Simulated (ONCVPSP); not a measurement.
## Building the ONCV potential for C (PBEsol, scalar-relativistic).

```json
{
  "Element": "carbon",
  "Generator": "ONCVPSP 4.0.1",
  "Type": "optimised norm-conserving Vanderbilt (ONCV)",
  "Functional": "PBEsol",
  "Relativity": "scalar-relativistic",
  "Frozen core": "[He]",
  "Valence charge": "4",
  "Reference configuration": "2s2 2p2",
  "Partial waves": "2s: rc 1.20 bohr, ncon 4, nbas 8, qcut 7.1 1/bohr, 2 projectors, debl 1 Ha; 2p: rc 3.00 bohr, ncon 4, nbas 8, qcut 5.1 1/bohr, 2 projectors, debl 3.7 Ha",
  "Local potential": "polynomial inside 1.15 bohr (lpopt 3, dvloc0 2 Ha)",
  "Core correction": "Teter function, fcfact 4.75, rcfact 1.6"
}
```

Q: Estimate the cutoffs (Ha) at which the residual kinetic energy of the hardest occupied pseudo-wave falls to 1 and 0.1 mHa per electron.

A: 19 Ha and 24 Ha.

Q: What does a ghost test show?

A: No bound ghost flagged; no localised positive-energy state flagged.

Q: Which valence shell sets the plane-wave cutoff?

A: 2s: 19 Ha for 1 mHa per electron, against 8 Ha for 2p.

Q: Tests: 2s2 2p1; 2s2 2p0; 2s1 2p0; 2s1 2p2. Which has the largest error in its energy relative to the reference configuration, and how large is it?

A: 2s1 2p0, with +2052 meV (all-electron minus pseudo) on +82.77 eV.
